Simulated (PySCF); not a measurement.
Computed shifts of a molecule C5H6O, PBE/pcSseg-1 run with PySCF, GIAO, gas phase, equivalent atoms averaged, in ppm (number of nuclei): ¹³C: 220.3 (1), 158.7 (1), 122.4 (1), 95.0 (1), 92.4 (1). ¹H: 6.95 (1), 6.89 (1), 6.02 (2), 4.63 (1), 4.47 (1). References: ¹³C against TMS (σ = 182.0 ppm); ¹⁷O against H2O (σ = 334.3 ppm); ¹H against TMS (σ = 31.49 ppm), references at their B3LYP-D3(BJ)/def2-TZVP geometries, non-relativistic. Coordinates come from a B3LYP-D3(BJ)/def2-SVP optimisation. The values are those of a single conformer.

**Question.** Which structure fits?
A. C=C=COC=C
B. C=C1CC(=C)O1
C. O=C[C@@H]1C=CC1
D. C=CC1=CCO1

**Answer.** A, C=C=COC=C
